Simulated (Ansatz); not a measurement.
The cluster Cu₈Te (the lowest singlet isomer of a short search). The state is a singlet with charge 0. Geometry r2SCAN-D4/def2-SVP, basis def2-SVP, Ansatz.

```xyz
9

Cu   -1.6191   -0.0591   -0.9109
Cu    1.6244    0.7294   -0.3201
Cu   -0.4352    1.7983    0.1785
Cu    0.4756   -1.0729   -1.3774
Cu    0.0293    1.1870   -2.0556
Cu    0.4928    0.2530    1.7226
Cu   -1.8826    0.3818    1.3949
Cu   -0.6560   -1.5493    0.6653
Te    1.9707   -1.6683    0.7026
```

```csv
run,HOMO (eV),LUMO (eV)
A,-4.19,-3.27
B,-4.46,-3.55
C,-4.73,-2.53
D,-4.22,-3.14
E,-5.13,-1.81
```

In the def2 sets Te takes a core potential; there is no spin–orbit coupling. The structure comes from a short search, and lower isomers may exist.

Problem. The runs used BHLYP, LDA (SPW92), PBE, PBE0, r2SCAN. Estimate which is which.

Solution. A PBE (0 % exact exchange); B LDA (SPW92) (0 % exact exchange); C PBE0 (25 % exact exchange); D r2SCAN (0 % exact exchange); E BHLYP (50 % exact exchange). Exact exchange lowers occupied and raises empty levels; among semilocal functionals meta-GGAs tend to open the gap a little, and such runs are hard to tell apart. The gap grows from 0.91 eV (LDA (SPW92)) to 3.32 eV (BHLYP).
